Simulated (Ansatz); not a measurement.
Species: BBr, net charge 1, doublet state. 
Structure (B3LYP-D3(BJ)/def2-TZVP (Ansatz, a program for electronic structure) minimum search):
```
Br
B 1 1.7549
```
Charge +1, spin multiplicity 2.

Basis-set convergence of Hartree-Fock and CCSD correlation energies (hartree) with Ansatz. Cores are frozen in the correlated levels unless marked. Open shells are spin-unrestricted. Spin-orbit coupling is left out. The frozen core is the preceding noble-gas configuration, with the filled d and f shells of earlier blocks. Non-relativistic.

| basis | functions | E(HF) | E(corr, CCSD) |
|---|---|---|---|
| aug-cc-pVDZ | 59 | -2596.69453 | -0.17590 |
| aug-cc-pVTZ | 105 | -2596.77469 | -0.22446 |
| aug-cc-pVQZ | 173 | -2596.77878 | -0.24009 |

Extrapolating the two largest sets (X = 3 and 4) as X^-3: E(corr) = (64·(-0.24009) - 27·(-0.22446))/37 = -0.2515 Eh, an estimate of the basis-set limit. The largest set recovers 95.5 % of it, the smallest 69.9 %.
